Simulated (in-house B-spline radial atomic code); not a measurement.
A fraction x of an electron is removed from 4d in Tc V (Tc4+), starting from [Kr] 4d3 and keeping the highest spin. All numbers are computed (scalar-relativistic (X2C) wB97X, spin-polarised, spherical fractional occupations; Fermi nucleus of rms radius 4.41117 fm) with a B-spline radial code for spherical atoms, not measured.

Caution: exact exchange at fractional occupations of open shells leaves self-interaction of up to several eV.

```
   x  E(x) - E(0) (eV)  4d up level (eV)
   0            0.0000           -50.925
0.04            2.0471           -51.429
0.14            7.2531           -52.694
 0.3           15.8472           -54.735
 0.5           27.0518           -57.317
0.53           28.7772           -57.707
0.73           40.5800           -60.326
0.75           41.7891           -60.589
0.88           49.7774           -62.310
   1           57.3505           -63.910
```

The exact functional would give a straight line between the two integer points. Deviations E(x) - E(0) - x[E(1) - E(0)], in eV: -0.247 at x = 0.04, -0.776 at x = 0.14, -1.358 at x = 0.3, -1.623 at x = 0.5, -1.619 at x = 0.53, -1.286 at x = 0.73, -1.224 at x = 0.75, -0.691 at x = 0.88.

The curve lies below the straight line by up to 1.623 eV (at x = 0.5): convex, the delocalisation error, to which spherically averaged exact exchange adds.

How well does Slater's transition state (minus the level at half occupation) give the ionisation energy?

It gives 57.317 eV against 57.350 eV from the two total energies; NIST lists 57.00 eV, ground level to ground level. The end point has an open shell averaged over its orbitals, so its exact exchange keeps a self-interaction and this is no true integer point.
